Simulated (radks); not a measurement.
Values are calculated unless marked as measured or tabulated.
I III, 51 electrons, occupied as [Kr] 4d7.5 5s2 5p5.5 (fractional occupations, a model configuration). Level of theory: Dirac Kohn-Sham, PBE, spin-unpolarised, spherical densities, finite nucleus; open shells are shared between the two j in proportion to 2j + 1; Fermi nuclear charge, rms radius 4.75 fm (a radial shooting solver on a logarithmic mesh with Libxc functionals).

Unscreened Slater integrals over Kohn-Sham orbitals (hartree). Large and small components are both included.

integral,value
"F0(5p3/2,5p3/2)",0.44015
"F2(5p3/2,5p3/2)",0.23835
"F0(5p3/2,5p1/2)",0.44781
"G2(5p3/2,5p1/2)",0.24142
"F0(5p3/2,5s1/2)",0.47155
"G1(5p3/2,5s1/2)",0.31299
"F0(5p3/2,4d5/2)",0.54810
"F2(5p3/2,4d5/2)",0.15873
"G1(5p3/2,4d5/2)",0.046852
"G3(5p3/2,4d5/2)",0.045035
"F0(5p1/2,5p1/2)",0.45603
"F0(5p1/2,5s1/2)",0.48161
"G1(5p1/2,5s1/2)",0.32813
"F0(5p1/2,4d5/2)",0.56545
"G3(5p1/2,4d5/2)",0.050184
"F0(5s1/2,5s1/2)",0.51332
"F0(5s1/2,4d5/2)",0.62443
"G2(5s1/2,4d5/2)",0.075437
"F0(4d5/2,4d5/2)",1.0228
"F2(4d5/2,4d5/2)",0.52110
"F4(4d5/2,4d5/2)",0.34778
